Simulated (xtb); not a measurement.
C₂H₄Cl₂Si₂, SMILES C([SiH3])#C[SiH](Cl)Cl. All values are semi-empirical tight-binding results from xtb (GFN2-xTB unless named), good for trends rather than for accurate numbers. Geometry optimised at GFN2-xTB. The structure was generated by enumeration, and PubChem lists no compound with its InChIKey, so it may never have been made.

* **point group as xtb finds it**: Cs
* **orbital gap**: 4.55 eV
* **dipole moment**: 2.34 D
* **zero-point energy**: 27.9 kcal/mol
* **G − E(el) at 298.15 K (modified RRHO)**: 4.9 kcal/mol
* **static polarisability (D4 model)**: 103.5 bohr³
* **solvation energy, GFN2-xTB/ALPB(water)**: -0.3 kcal/mol
* **solvation energy, GFN2-xTB/ALPB(acetone)**: -5.6 kcal/mol
